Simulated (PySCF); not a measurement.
A GIAO shielding run with PySCF 2.14 (density fitting, non-relativistic, gas phase) on SMILES [SiH3]O[C@@H](CCl)[Si](Cl)(Cl)Cl, C2H6Cl4OSi2:

```
$ OMP_NUM_THREADS=1 python probes_run.py task.json out

{"job": {"kind": "nmr", "xc": "PBE0", "basis": "pcSseg-1"}, "charge": 0, "multiplicity": 1}
Si    -2.163088    -0.638299     0.891020
O     -0.585680    -0.250350     0.779085
C      0.194248    -0.024759    -0.368606
C      0.123977     1.461152    -0.705657
Cl     1.116014     1.825332    -2.127796
Si     1.967239    -0.669334     0.053724
Cl     2.915709     0.740242     1.132225
Cl     1.739196    -2.339097     1.148596
Cl     2.997441    -1.106992    -1.624157
H     -2.246488    -0.738104     2.336013
H     -3.009266     0.411621     0.314449
H     -2.428276    -1.884766     0.168137
H     -0.220225    -0.587000    -1.215522
H     -0.903693     1.750045    -0.929507
H      0.498479     2.058299     0.126085
```

Hardware: 1 thread of an Arm Neoverse V1, shared host. The job also computes population analyses, field gradients.

(1) How large is the calculation?

(2) How long does it take, and how much memory does it need?

Answers

(1) 122 electrons, 225 basis functions and 1313 auxiliary functions.

(2) 81 s of wall time, with 14 SCF cycles and 4 response iterations; peak memory 1.1 GiB. Times on a shared host scatter by some tens of per cent.
